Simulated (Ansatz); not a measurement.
Abridged output of a molecular run in Ansatz:

```
Functional definition: HF
1407 factors; integrals over basis functions are off by at most 5.7e-4 eV
mean field evaluation 1: about -101206.3328 eV, gradient 6.6e1 eV
mean field evaluation 2: about -101206.4665 eV, gradient 6.6e1 eV
mean field evaluation 4: about -101213.9892 eV, gradient 4.9e0 eV
mean field evaluation 8: about -101214.0763 eV, gradient 5.4e-1 eV
mean field evaluation 16: about -101214.0789 eV, gradient 2.6e-6 eV
mean field -101214.07890491 eV, -3719.5487943888 hartree, gradient 2.6e-6 eV, S^2 0.000000; 0 other end points of the search recorded, 0 dependent functions left out
17 core orbitals not correlated: weight in the atoms' cores, before any rotation towards them, 1.000 or more for the frozen orbitals, at most 0.000 for the correlated occupied ones
reference -101214.07890491 eV, -3719.5487943888 hartree; 25, 25 occupied and 163, 163 virtual orbitals, 1407 factors
second order -39.61930004 eV of doubles, -0.00000000 eV of singles
cycle   1  -37.68745119 eV  change     1.9e0 eV  update   2.7e-1
cycle   2  -39.09976552 eV  change    -1.4e0 eV  update   1.8e-1
cycle   3  -39.39440952 eV  change   -2.9e-1 eV  update   5.6e-2
cycle   4  -39.39507692 eV  change   -6.7e-4 eV  update   2.1e-2
cycle   5  -39.36656963 eV  change    2.9e-2 eV  update   7.1e-3
cycle   6  -39.35874312 eV  change    7.8e-3 eV  update   2.7e-3
cycle   7  -39.36150000 eV  change   -2.8e-3 eV  update   1.4e-3
cycle   8  -39.36123155 eV  change    2.7e-4 eV  update   6.3e-4
cycle   9  -39.36096799 eV  change    2.6e-4 eV  update   2.6e-4
cycle  10  -39.36144476 eV  change   -4.8e-4 eV  update   1.2e-4
cycle  11  -39.36128378 eV  change    1.6e-4 eV  update   5.3e-5
cycle  12  -39.36119288 eV  change    9.1e-5 eV  update   2.5e-5
cycle  13  -39.36123913 eV  change   -4.6e-5 eV  update   1.4e-5
perturbative correction -1.75606642 eV, -0.0645342505 hartree
Total energy: -101255.19621046 eV, -3721.0598274975 hartree
```

Its atoms:

Cartesian coordinates in Å:
```
F 1.233 1.223 -0.380
Ti 0.108 -0.042 0.000
F 0.240 -1.303 -1.186
F 0.479 -0.689 1.568
Br -2.061 0.811 -0.002
```

(1) Which basis set was used?
A. def2-SVPD
B. def2-TZVPP
C. cc-pV(Q+d)Z
D. def2-SVP

(2) Write the keys of the input that set method, charge and spin (a neutral closed shell needs none for the last two).

## Answers

(1) B. It gives 205 functions.

(2) 
```yaml
correlation: {method: ccsd_t}
```
